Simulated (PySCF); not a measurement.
Basis and Hamiltonian dependence of the excitation energy of F+

F+ [He] 2s2 2p4 (3P) → F+ [He] 2s2 2p3 3s1, s spin flipped. Calculated with PySCF 2.14 from differences of total energies of unrestricted determinants, without spin-orbit coupling. Values in eV.

```tsv
basis	Hamiltonian	functions	UHF	PBE	PBE0	MP2 (valence)
aug-cc-pwCVDZ	non-relativistic	27	21.480	22.884	22.780	22.154
dyall-av2z	non-relativistic	42	21.380	22.820	22.722	22.142
aug-cc-pwCVTZ	non-relativistic	59	21.405	22.844	22.744	22.381
aug-cc-pVQZ-DK	spin-free X2C	80	21.343	22.802	22.701	22.419
aug-cc-pwCVQZ	non-relativistic	109	21.366	22.824	22.723	22.458
```

Frozen in the all-electron rows: valence: 1s2.

In the upper determinant the s electron has its spin opposite to the other open shell, which mixes two multiplicities.
